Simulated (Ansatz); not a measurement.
Two isomers of CH9BSi3: A = `[SiH3]C1B[SiH2][SiH2]1`, B = `C[SiH]1[SiH2]B1[SiH3]`.

Computed with Ansatz on PBE0-D4/def2-TZVP structures; ΔE is electronic, products minus reactants. CCSD(T)/CBS adds triple-zeta CCSD(T) − MP2 to the extrapolated MP2 energy (def2 sets, frozen cores). Functionals use def2-TZVPP. B3LYP here is the variant with VWN-RPA as its local correlation; programs differ in this.

**Question.** Which is lower in electronic energy at CCSD(T)/CBS, and by how much? (Best estimate.)

**Answer.** Ansatz gave: A, by 70.3 kJ/mol.

**Question.** Give E(B) − E(A) in kJ/mol with HF/def2-TZVPP, MP2/def2-TZVPP, B3LYP-D4, CCSD/def2-TZVPP, PBE-D4, ωB97M-V, B2PLYP. (An estimate is asked.)

**Answer.** Ansatz gave: HF/def2-TZVPP 84.0, MP2/def2-TZVPP 67.4, B3LYP-D4 63.6, CCSD/def2-TZVPP 71.8, PBE-D4 57.7, ωB97M-V 76.5, B2PLYP 62.3. None reverses the order clearly.

Largest T1 diagnostic: 0.015.

In def2-TZVPP, CCSD(T) changes the Hartree–Fock value by −17.0 kJ/mol (the triples alone add −4.8 kJ/mol) and MP2 by −16.6 kJ/mol. The D4 term adds +6.6 kJ/mol with B3LYP and +3.2 kJ/mol with PBE0; it sums over pairs of atoms, weighted by their polarisabilities, and B3LYP, whose exchange is more repulsive, gets the larger term.
